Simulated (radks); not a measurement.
Spin polarisation of the 6p2 shell in neutral lead. Start: [Hg] 6p(up 1, down 1); electrons of 6p are moved from spin down to spin up, other shells keep equal spins. All-electron calculation, scalar-relativistic Kohn-Sham, LDA (Slater exchange, Perdew-Wang correlation), spin-polarised, spherical densities, finite nucleus; Fermi nuclear charge, rms radius of each element as measured or else 0.836 A^(1/3) + 0.57 fm. Program: a radial shooting solver on a logarithmic mesh with Libxc functionals.

moment (Bohr magnetons)  E - E(0) (eV)  e(6p up) (eV)  e(6p down) (eV)  6s down minus up (eV)  5d down minus up (eV)
0                                0.000         -3.706           -3.706                  0.000                  0.000
0.5                             -0.030         -3.817           -3.579                  0.208                  0.049
1                               -0.119         -3.913           -3.433                  0.417                  0.099
1.5                             -0.270         -3.994           -3.265                  0.629                  0.148
2                               -0.484         -4.058           -3.075                  0.844                  0.197

At moment 2 the spin-polarisation energy is -0.484 eV and the 6p exchange splitting 0.983 eV, that is 0.492 eV per Bohr magneton; E = -I m^2/4 would give I = 0.484 eV.
